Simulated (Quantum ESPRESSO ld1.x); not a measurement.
Q: The table gives one normalised radial function P(r) = r R(r) (large component) of Pm in [Kr] 4d10 4f5 5p6 6s2 7s2 (r in bohr). Calculated with ld1.x of Quantum ESPRESSO 7.5: Dirac Kohn-Sham, relativistic LDA (MacDonald-Vosko exchange, VWN5 correlation), spin-unpolarised, spherical densities, point nucleus; open shells fill j = l - 1/2 first.

| r | P |
|---|---|
| 0.003585 | 0.0428 |
| 0.004977 | 0.0520 |
| 0.006909 | 0.0603 |
| 0.009592 | 0.0652 |
| 0.01331 | 0.0626 |
| 0.01834 | 0.0477 |
| 0.02545 | 0.0152 |
| 0.03534 | -0.0336 |
| 0.04905 | -0.0842 |
| 0.06809 | -0.1041 |
| 0.09453 | -0.0558 |
| 0.1312 | 0.0583 |
| 0.1822 | 0.1492 |
| 0.2529 | 0.0867 |
| 0.3482 | -0.1135 |
| 0.4834 | -0.2186 |
| 0.6711 | -0.0165 |
| 0.9316 | 0.2935 |
| 1.293 | 0.2900 |
| 1.795 | -0.1235 |
| 2.492 | -0.5603 |
| 3.46 | -0.6195 |
| 4.802 | -0.3542 |
| 6.614 | -0.1145 |
| 9.181 | -0.0177 |
| 12.74 | -0.0010 |
| 17.69 | 0.0000 |
| 24.56 | 0.0000 |

Which n and l does it have? It may be an empty orbital.

A: n = 6, l = 0: the number of nodes gives n - l - 1 = 5, the rise at small r points to l (this Dirac orbital starts as r^gamma with gamma = sqrt((l + 1)^2 - (Z/c)^2) = 0.90; the j = 1/2 orbital of l + 1 starts with the same power, but with a smaller coefficient, and then steepens), and the extent must fit the shell. The curve is that of 6s1/2. 6s1/2: eigenvalue -10.169 eV, 5 radial nodes at r = 0.0285, 0.113, 0.294, 0.682, 1.66 bohr, <r> = 3.37 bohr, 90 % of the charge inside 4.83 bohr.
